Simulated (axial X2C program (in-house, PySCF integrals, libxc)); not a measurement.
## Outer orbitals of HfF⁺ at 1.814 Å, HF

All values were computed with an in-house all-electron X2C program for linear molecules (integrals from PySCF). Spin-free means the one-electron spin-free X2C Hamiltonian; two-component (2c) means X2C with spin–orbit coupling and atomic mean-field two-electron Coulomb and Gaunt terms, so the difference of the two also holds small scalar two-electron terms. Basis: Hf dyall-cv3z [13s14p9d7f4g], F dyall-av3z [7s6p3d2f] (cores contracted in-house); Gaussian nuclei, density fitting, unrestricted open shells. Masses: Hf 179.947 u, F 18.998 u.

The distance is close to the 2c PBE0 minimum; the highest filled and lowest empty levels are listed.

Spin-free orbitals, state M_S = 1, Λ = 2 (beyond evenly filled blocks: σα, δ+α) (Löwdin shares):

```tsv
symmetry	occupied	ε (eV)	atomic character
σβ	yes	-23.70	85% F p, 8% Hf d, 2% Hf p
σα	yes	-23.61	84% F p, 9% Hf d, 2% Hf p
π-β	yes	-23.21	87% F p, 6% Hf d, 3% Hf f
π+β	yes	-23.21	87% F p, 6% Hf d, 3% Hf f
π-α	yes	-23.04	86% F p, 6% Hf d, 3% Hf f
π+α	yes	-23.00	86% F p, 7% Hf d, 3% Hf f
δ+α	yes	-15.25	99% Hf d
σα	yes	-14.19	65% Hf s, 16% Hf d, 9% F p
σβ	no	-5.82	74% Hf s, 14% Hf p, 6% F p
π+α	no	-5.11	59% Hf p, 36% Hf d, 4% F p
π-α	no	-4.74	60% Hf p, 36% Hf d, 4% F p
σα	no	-4.67	51% Hf p, 39% Hf d, 6% Hf s
```

Spinors with spin–orbit coupling (state Ω = 1):

```json
{"ω": "1/2", "occupied": "yes", "ε (eV)": "-23.68", "atomic character": "85% F p, 8% Hf d, 2% Hf p", "λ mixture": "100% σ"}
{"ω": "-1/2", "occupied": "yes", "ε (eV)": "-23.58", "atomic character": "84% F p, 9% Hf d, 2% Hf p", "λ mixture": "100% σ"}
{"ω": "-1/2", "occupied": "yes", "ε (eV)": "-23.23", "atomic character": "87% F p, 6% Hf d, 3% Hf f", "λ mixture": "100% π"}
{"ω": "3/2", "occupied": "yes", "ε (eV)": "-23.18", "atomic character": "87% F p, 6% Hf d, 3% Hf f", "λ mixture": "100% π"}
{"ω": "1/2", "occupied": "yes", "ε (eV)": "-23.01", "atomic character": "86% F p, 7% Hf d, 3% Hf f", "λ mixture": "100% π"}
{"ω": "-3/2", "occupied": "yes", "ε (eV)": "-23.00", "atomic character": "86% F p, 6% Hf d, 3% Hf f", "λ mixture": "100% π"}
{"ω": "3/2", "occupied": "yes", "ε (eV)": "-15.43", "atomic character": "99% Hf d", "λ mixture": "99% δ, 1% π"}
{"ω": "-1/2", "occupied": "yes", "ε (eV)": "-14.16", "atomic character": "65% Hf s, 16% Hf d, 9% F p", "λ mixture": "100% σ"}
{"ω": "1/2", "occupied": "no", "ε (eV)": "-5.84", "atomic character": "71% Hf s, 17% Hf p, 6% F p", "λ mixture": "96% σ, 4% π"}
{"ω": "1/2", "occupied": "no", "ε (eV)": "-5.24", "atomic character": "58% Hf p, 34% Hf d, 4% F p", "λ mixture": "95% π, 5% σ"}
{"ω": "-1/2", "occupied": "no", "ε (eV)": "-4.67", "atomic character": "51% Hf p, 39% Hf d, 6% Hf s", "λ mixture": "98% σ, 2% π"}
{"ω": "-3/2", "occupied": "no", "ε (eV)": "-4.60", "atomic character": "59% Hf p, 36% Hf d, 4% F p", "λ mixture": "100% π"}
```

(1) How does the gap between the highest filled and lowest empty level change from the spin-free to the 2c table?

Mulliken charges and populations of the two-component result (they depend on the basis, above all on diffuse functions):

Hf 1.58 e (s 10.84 p 24.03 d 21.50 f 14.04 g 0.01), F -0.58 e (s 3.98 p 5.57 d 0.02). ⟨Lz⟩ = 1.99 ħ and ⟨Sz⟩ = -0.99 ħ (-1.02 and 0.02 on the two atoms), which add up to Ω.

One determinant describes the state; a PBE0 search over occupations chose it and may have missed a lower one. Other states lie close and PBE0, whose exact exchange favours high spin, may order them wrongly; the determinant shown need not be the ground state. The nearest other spin-free determinant of the search, M_S = 0, Λ = 0, lies 0.03 eV up at the distance of the search. With several unpaired electrons one determinant need not be a pure state.

## Answers

(1) From 8.37 to 8.32 eV at HF, a change of -0.05 eV.
